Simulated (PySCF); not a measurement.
Yb²⁺: ionisation energy

Yb²⁺ [Xe] 4f14 (1S) → Yb³⁺ [Xe] 4f13 (2F), as a difference of total energies. Computed with PySCF 2.14 in cc-pVDZ-X2C (8s7p5d3f1g, 84 functions), with the spin-free X2C one-electron Hamiltonian (Gaussian nucleus). Correlated levels: valence: [Kr] 4d10 frozen. The calculations carry no spin-orbit coupling.

```csv
method,ionisation energy (eV)
UHF,20.816
MP2 (valence),25.867
SCS-MP2 (valence),25.088
CCSD (valence),24.074
CCSD(T) (valence),24.322
```

A first-order spin-orbit estimate (lowest level to lowest level, LS coupling) adds -0.606 eV.

Errors of the correlated levels include the incompleteness of this basis and the frozen core.

Which method comes closest to the reference value, and which is furthest?

The reference is 25.053 ± 0.025 eV (semi-empirical (NIST evaluation); NIST Atomic Spectra Database, ionization energies). Closest: MP2 (valence) (error 0.208 eV); furthest: UHF (error -4.843 eV), both after the spin-orbit estimate.
